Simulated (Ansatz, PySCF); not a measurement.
Sn(Me)4 (C₄H₁₂Sn), SMILES [CH3][Sn]([CH3])([CH3])[CH3].

Coordinates come from a PBE0-D3(BJ)/def2-SVP optimisation. The isomer is the one that the SMILES or the coordinates give; other isomers of the formula were not compared. The def2 effective core potentials stand for the cores of Sn; spin–orbit coupling is left out.

Vertical ionisation energy (IE) and electron affinity (EA) in eV. Rows of orbital energies are one-electron estimates. Where ΔSCF, EOM or ADC give a negative EA the extra electron is unbound and the value depends on the basis.

| level | IE | EA |
|---|---|---|
| −ε(HOMO), −ε(LUMO), HF/def2-TZVP (PySCF) | ___ | ___ |
| −ε(HOMO), −ε(LUMO), PBE/def2-TZVP (PySCF) | 6.48 | 0.21 |
| ΔSCF, PBE0/def2-SVPD (Ansatz), final states of multiplicity 2 and 2 | 9.46 | -1.11 |
| ΔSCF, PBE/def2-SVPD (Ansatz), final states of multiplicity 2 and 2 | 9.12 | -0.92 |

Task: What belongs in the gaps? (The exact figures need the calculation; the answer reports its results.)

Result: 
- −ε(HOMO), −ε(LUMO), HF/def2-TZVP (PySCF), IE: 10.42
- −ε(HOMO), −ε(LUMO), HF/def2-TZVP (PySCF), EA: -3.07

Task: What vertical singlet–triplet gap does ΔSCF give with PBE0/def2-SVPD (Ansatz, an electronic-structure program) and with PBE/def2-SVPD (Ansatz)? (Estimate from the structure and the level; the computed values follow.)

Result: 6.60 and 6.09 eV (triplet above singlet where positive).
